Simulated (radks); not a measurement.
Spherical jellium clusters: N electrons in a uniform positive sphere of charge N and radius rs N^(1/3), rs = 2.61 bohr. Calculated with a radial shooting solver with Libxc functionals: non-relativistic Kohn-Sham, exchange-only LDA, spin-polarised, spherical densities. Levels are named by radial order and angular momentum (1s, 1p, 1d, 2s, ...), and open shells are averaged over m.

N = 20, configuration 1s2 1p6 1d10 2s2. This is the lowest configuration that the search found. Occupied and some empty levels:

| level | occupation | eigenvalue (eV) | <r> (bohr) |
|---|---|---|---|
| 1s | 2 | -7.6729 | 4.393 |
| 1p | 6 | -5.8474 | 5.325 |
| 1d | 10 | -3.6539 | 6.103 |
| 2s | 2 | -2.8948 | 5.655 |
| 1f | 0 | -1.2742 | 7.039 |
| 2p | 0 | -0.85414 | 8.311 |

Energy (eV): total -7.50467, kinetic 70.150, external -1781.6, Hartree 863.80, exchange-correlation -81.716, background 921.82. Static polarisability (adiabatic kernel): 612.6 bohr^3, against R^3 = 355.6 for a classical metal sphere.
